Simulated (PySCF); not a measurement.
C2H7NOSi, SMILES N(/[SiH3])=C\CO.

The structure is a stationary point at PBE-D3(BJ)/def2-SVP. The structure was generated by enumeration; whether it is a known compound was not checked. The values are those of a single conformer.

Method: PySCF with PBE/def2-TZVP.

Isolated molecule, no solvent.

### Question
Estimate the frontier levels, gap, dipole moment and polarisability. (An estimate is asked for; the answer gives what the named calculation found.)

### Answer

| Item | Value |
|---|---|
| highest occupied level | -5.85 eV |
| lowest empty level | -2.15 eV |
| orbital gap | 3.70 eV |
| dipole moment | 0.75 D |
| quadrupole, principal values (traceless, Buckingham form, about the centre of nuclear charge) | -7.43, 0.57, 6.86 D·Å |
| mean static polarisability | 68.8 bohr³ (10.20 Å³) |
| polarisability, principal values | 54.0, 60.6, 91.8 bohr³ |
